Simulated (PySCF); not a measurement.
C2H12OSi3. Atoms are numbered in the order given.

```xyz
18

C     -2.8782     0.9869    -0.9216
C     -2.0722    -0.1204    -0.2813
O     -1.3144     0.4176     0.7927
Si    -0.1545    -0.4758     1.6057
Si     1.5409    -1.0469     0.0722
Si     1.7894     0.8265    -1.3215
H     -3.4880     0.5953    -1.7504
H     -3.5475     1.4486    -0.1798
H     -2.2105     1.7687    -1.3148
H     -1.4000    -0.5876    -1.0326
H     -2.7412    -0.9217     0.0920
H     -0.7619    -1.6821     2.2592
H      0.3982     0.4254     2.6556
H      1.1858    -2.2467    -0.7525
H      2.8262    -1.3355     0.7857
H      2.9315     0.6693    -2.2740
H      2.0253     2.0437    -0.4866
H      0.5380     1.0303    -2.1149
```

Coordinates come from a r2SCAN-D4/def2-SVP optimisation. The structure was generated by enumeration, and PubChem lists no compound with its InChIKey, so it may never have been made. The values are those of a single conformer.

Level of theory: PBE0/pcSseg-1 run with PySCF.

GIAO shieldings, no solvent; atoms listed in one row are averaged. δ = σ(ref) − σ: ¹³C against TMS (σ = 186.3 ppm); ¹⁷O against H2O (σ = 334.2 ppm); ²⁹Si against TMS (σ = 352.7 ppm); ¹H against TMS (σ = 31.56 ppm), references at their B3LYP-D3(BJ)/def2-TZVP geometries, non-relativistic.

Computed chemical shifts:
```json
[
 {"nucleus": "¹³C", "atoms": "C2", "count": "1", "δ (ppm)": "66.4"},
 {"nucleus": "¹³C", "atoms": "C1", "count": "1", "δ (ppm)": "21.8"},
 {"nucleus": "¹⁷O", "atoms": "O3", "count": "1", "δ (ppm)": "26.6"},
 {"nucleus": "²⁹Si", "atoms": "Si4", "count": "1", "δ (ppm)": "-15.2"},
 {"nucleus": "²⁹Si", "atoms": "Si6", "count": "1", "δ (ppm)": "-105.8"},
 {"nucleus": "²⁹Si", "atoms": "Si5", "count": "1", "δ (ppm)": "-117.8"},
 {"nucleus": "¹H", "atoms": "H12", "count": "1", "δ (ppm)": "5.68"},
 {"nucleus": "¹H", "atoms": "H13", "count": "1", "δ (ppm)": "5.50"},
 {"nucleus": "¹H", "atoms": "H16, H17, H18", "count": "3", "δ (ppm)": "3.94"},
 {"nucleus": "¹H", "atoms": "H14", "count": "1", "δ (ppm)": "3.88"},
 {"nucleus": "¹H", "atoms": "H11", "count": "1", "δ (ppm)": "3.87"},
 {"nucleus": "¹H", "atoms": "H10", "count": "1", "δ (ppm)": "3.66"},
 {"nucleus": "¹H", "atoms": "H15", "count": "1", "δ (ppm)": "3.52"},
 {"nucleus": "¹H", "atoms": "H7, H8, H9", "count": "3", "δ (ppm)": "1.60"}
]
```
